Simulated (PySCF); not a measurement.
Cs₂⁺: from constants to spectrum

UHF-CCSD(T) constants of Cs₂⁺, doublet, unpaired electrons σ ↑ (basis Cs def2-SVP with ECP46; scalar-relativistic core potentials; PySCF 2.14; masses 132.9054 and 132.9054 u):

```
ωe             : 29.5 cm⁻¹
ωexe           : 0.0361 cm⁻¹
Be             : 0.0083733 cm⁻¹
αe             : 1.31e-05 cm⁻¹
De to Cs⁺ + Cs : 0.63 eV
```

(1) What force constant and bond length do these constants imply?

(2) Estimate the centrifugal constant D from the Kratzer relation and find the Dunham coefficient a1.

Correlated steps freeze no core orbitals. Correlated levels converge slowly with the basis: in double zeta they bind strong bonds too weakly, by up to about 1 eV, and carry superposition errors of some tenths. Spin–orbit coupling is left out. The state was picked by a PBE0 search and need not be the measured ground state.

Answers

(1) Reduced mass μred = 66.453 u; k = 5.8918×10⁻⁷·μred·ωe² (u, cm⁻¹, mdyn/Å) = 0.0341 mdyn/Å; Re = √(16.8576/(μred·Be)) (u, cm⁻¹, Å) = 5.504 Å.

(2) D = 4Be³/ωe² = 2.7e-09 cm⁻¹; a1 = −1 − αeωe/(6Be²) = -1.92.
